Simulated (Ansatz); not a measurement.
Species: SbClF, charge 0, doublet. SbClF (SMILES [F][Sb][Cl], doublet).
B3LYP-D3(BJ)/def2-TZVP minimum from Ansatz (a first-principles code):
```
Sb
F 1 1.9275
Cl 1 2.3553 2 97.05
```
Charge 0, spin multiplicity 2.

Total energies in hartree (Ansatz). Radicals and triplets start from unrestricted determinants; spin-orbit coupling is neglected. Cores are frozen in correlated methods (noble-gas shells, and filled d and f shells in the p block). Past Kr the def2 sets carry scalar-relativistic core potentials. Spin-orbit terms, left out, reach several kcal/mol for Br and I, and more for heavier atoms.

```tsv
species	HF/def2-TZVPP	CCSD(T)/def2-TZVPP	HF/def2-QZVPP	CCSD(T)/def2-QZVPP	CCSD(T)/def2-SVP	CCSDT(Q)/def2-SVP
1: SbClF (SMILES [F][Sb][Cl], doublet)	-798.32178	-798.90147	-798.34380	-798.97812	-798.43633	-798.43829
2: Sb (quartet)	-239.27727	-239.35269	-239.27798	-239.35812	-239.33268	-239.33289
3: F (doublet)	-99.41180	-99.62506	-99.41589	-99.65118	-99.43472	-99.43491
4: Cl (doublet)	-459.47685	-459.66464	-459.48954	-459.69535	-459.44599	-459.44629
```

**Question.** Work out the atomisation energy (electronic, to ground-state atoms) in kcal/mol: take Hartree-Fock from def2-QZVPP, extrapolate the CCSD(T) correlation energy as X^-3 (X = 3, 4), and add CCSDT(Q) - CCSD(T) in def2-SVP. 1 hartree = 627.51 kcal/mol.

**Answer.** 
Species 1: correlation (64·(-0.63432) - 27·(-0.57969))/37 = -0.67419; step -0.00196; E1 = -798.34380 + (-0.67419) + (-0.00196) = -799.01995
Species 2: correlation (64·(-0.08014) - 27·(-0.07542))/37 = -0.08358; step -0.00021; E2 = -239.27798 + (-0.08358) + (-0.00021) = -239.36177
Species 3: correlation (64·(-0.23529) - 27·(-0.21326))/37 = -0.25137; step -0.00019; E3 = -99.41589 + (-0.25137) + (-0.00019) = -99.66745
Species 4: correlation (64·(-0.20581) - 27·(-0.18779))/37 = -0.21896; step -0.00030; E4 = -459.48954 + (-0.21896) + (-0.00030) = -459.70880
-1·E1 +1·E2 +1·E3 +1·E4 = 0.28193 hartree = 176.9 kcal/mol.
